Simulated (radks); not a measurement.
The numbers below are computed, except where a source is named.
Valence configurations of Sb3+ (all share [Kr]). Level of theory: scalar-relativistic Kohn-Sham, r2SCAN, spin-polarised, spherical densities, finite nucleus; open shells are filled with parallel spins first (spin-orbit coupling, left out, can overturn this in heavy ions); meta-GGA in the generalised Kohn-Sham scheme; Fermi nuclear charge, rms radius 4.6802 fm (a radial shooting solver on a logarithmic mesh with Libxc functionals). Energies are relative to 4d10 5s2; eigenvalues in eV for spin up.

| valence | E (eV) | moment (Bohr magnetons) | e(4d) | e(5p) | e(5s) |
|---|---|---|---|---|---|
| 4d10 5s2 | 0.000 | 0 | -63.693 | - | -39.038 |
| 4d10 5s1 5p1 | 8.626 | 2 | -65.112 | -30.642 | -41.246 |
| 4d9.5 5s2 5p0.5 | 17.921 | 1 | -67.464 | -30.249 | -41.018 |
| 4d10 5p2 | 19.117 | 2 | -66.363 | -31.280 | - |
| 4d9 5s2 5p1 | 36.545 | 2 | -71.200 | -31.784 | -42.867 |
| 4d9 5s1.5 5p1.5 | 40.793 | 3 | -71.843 | -32.640 | -43.818 |
| 4d8.5 5s2 5p1.5 | 55.924 | 3 | -74.910 | -33.194 | -44.603 |
| 4d8.5 5s1.5 5p2 | 59.955 | 4 | -75.510 | -33.957 | -45.463 |
| 4d8 5s2 5p2 | 76.076 | 4 | -78.599 | -34.516 | -46.253 |
| 4d8 5s1 5p3 | 82.879 | 6 | -79.667 | -35.758 | -47.679 |

NIST lists [Kr] 4d10 5s2 as the ground configuration; this level of theory agrees among the configurations tried. The energies are those of spherical high-spin densities, not of single terms.
